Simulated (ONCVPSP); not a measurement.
# An all-electron radial function and its pseudo partner (phosphorus)

Columns: radius, all-electron u(r) and pseudo u(r) of the 2p shell (level -126.02 eV) of phosphorus in the configuration [He] 2s2 2p6 3s1 3p4; PBE, scalar-relativistic, ONCV scheme, ONCVPSP 4.0.1.

```csv
r (bohr),all-electron,pseudo
0.042,0.1404,0.0485
0.085,0.4215,0.1901
0.128,0.7138,0.4038
0.170,0.9578,0.6523
0.212,1.1443,0.9072
0.255,1.2748,1.1424
0.298,1.3505,1.3263
0.340,1.3805,1.4427
0.382,1.3758,1.4928
0.425,1.3442,1.4830
0.467,1.2944,1.4266
0.510,1.2301,1.3371
0.552,1.1591,1.2339
0.595,1.0817,1.1255
0.638,1.0025,1.0230
0.680,0.9255,0.9326
0.722,0.8504,0.8518
0.765,0.7765,0.7764
0.807,0.7080,0.7078
0.850,0.6420,0.6418
0.892,0.5818,0.5817
0.935,0.5248,0.5247
0.977,0.4734,0.4733
1.020,0.4252,0.4252
1.062,0.3823,0.3822
1.105,0.3423,0.3423
```

(1) How many radial nodes do the two functions have?

(2) At about which radius was the pseudo-wave matched?

(3) Is the pseudo-wave norm-conserving?

## Answers

(1) The all-electron 2p function has n − l − 1 = 0; the pseudo-wave has 0.

(2) 0.80 bohr, where the columns begin to agree (steps of 0.04 bohr).

(3) Yes: the ONCV scheme keeps the norm inside the radius equal to the all-electron one, which fixes the energy derivative of the logarithmic derivative at the level.
